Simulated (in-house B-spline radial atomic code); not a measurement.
**RPA and G0W0 on BLYP: Mn XV (Mn14+)**

Configuration [Ne] 3s1, highest spin, mean-field start BLYP. Computed with an all-electron radial atomic-structure program (B-spline basis): all electrons, scalar-relativistic (spin-free one-electron X2C), finite nucleus, each spin shell either full or empty, empty states to l = 9 with an (l + 1/2)⁻⁴ tail; G0W0 by contour deformation at full frequency.

Command:
```bash
python run_gw.py task.json out
```
Settings (radii: box in bohr, nucleus in fm):
```
Z                        25
electrons                11
configuration            [Ne] 3s1
hamiltonian              x2c
method                   b88,lyp
lmax                     9
rms_radius               3.7057
spin_polarised           True
box_radius               5.25
intervals                65
ion_configuration        [He] 2s2 2p6
```

Run time, properties included: 2.7 s on 1 thread of Intel(R) Xeon(R) Platinum 8375C CPU @ 2.90GHz (shared host).

Energies (hartree):

| term | value |
| --- | --- |
| mean-field total | -1070.19227 |
| Hartree-Fock functional on these orbitals | -1069.68508 |
| direct second order | -0.75987 |
| second-order exchange | 0.29919 |
| SOSEX correction | 0.28117 |

Q: What is the RPA correlation energy, and what remains with SOSEX?

A: RPA gives -0.71466 hartree (-1.77 eV per electron); RPA + SOSEX gives -0.43349, and the second-order doubles -0.46068 hartree (no singles). RPA lacks exchange-type terms and so overcorrelates at short range.

Quasi-particle levels (eV):

| level | occupied | mean field | Σx - vxc | Σc | QP weight | G0W0 |
| --- | --- | --- | --- | --- | --- | --- |
| 3s up | yes | -423.25 | -11.55 | ? | ? | ? |
| 2p down | yes | -1048.43 | -46.17 | 3.06 | 0.986 | -1091.55 |
| 2p up | yes | -1049.40 | -46.67 | 3.21 | 0.983 | -1092.87 |
| 2s down | yes | -1157.96 | -59.00 | 4.62 | 0.980 | -1212.34 |
| 3s down | no | -417.30 | 17.01 | -3.73 | 0.960 | -404.03 |

G0W0 = mean field + (Σx - vxc) + Σc, with Σc (partial-wave tail included) taken at the quasi-particle energy. Only the outer levels were computed.

Q: Where does G0W0 put 3s up?

A: At -437.33 eV, with Σc = -2.53 eV and a quasi-particle weight of 0.979. The tabulated removal energy is 435.172 ± 0.007 eV (NIST, semi-empirical); the calculation leaves out spin-orbit coupling, Breit and QED terms, and what these don't explain is the method's own error.

Q: What does it cost to remove one electron (to [He] 2s2 2p6) by differences of total energies, each species on its own start (correlation terms add to the Hartree-Fock functional)?

A: BLYP 437.55 eV, Hartree-Fock functional 434.64 eV, + RPA 436.64 eV, + RPA + SOSEX 435.22 eV, + second order 435.33 eV. Tabulated: 435.172 ± 0.007 eV (NIST, semi-empirical); the calculation leaves out spin-orbit coupling, Breit and QED terms, and what these don't explain is the method's own error.
